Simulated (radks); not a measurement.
Task: Yb2+, 68 electrons, occupied as [Xe] 4f14 (the NIST ground configuration). Method: Dirac Kohn-Sham, PBEsol, spin-unpolarised, spherical densities, finite nucleus; Fermi nuclear charge, rms radius 5.3108 fm; computed with a radial shooting solver on a logarithmic mesh with Libxc functionals.

Spin-orbit splittings of the eigenvalues, e(l+1/2) - e(l-1/2), with zeta = 2 splitting/(2l+1) and mean radii in bohr:

shell  occ.  splitting (eV)  zeta (eV)  <r> j=l-1/2  <r> j=l+1/2
2p        6            1046      697.6      0.06873      0.07623
3p        6           222.1      148.0       0.2061       0.2202
3d       10           48.54      19.42       0.1935       0.1979
4p        6           50.33      33.56       0.4957       0.5282
4d       10           9.161      3.664       0.5537       0.5652
4f       14           1.321     0.3773       0.7692       0.7896
5p        6               ?          ?        1.362        1.475

Estimate the 5p splitting.

Result: 6.158 eV (zeta = 4.105 eV).
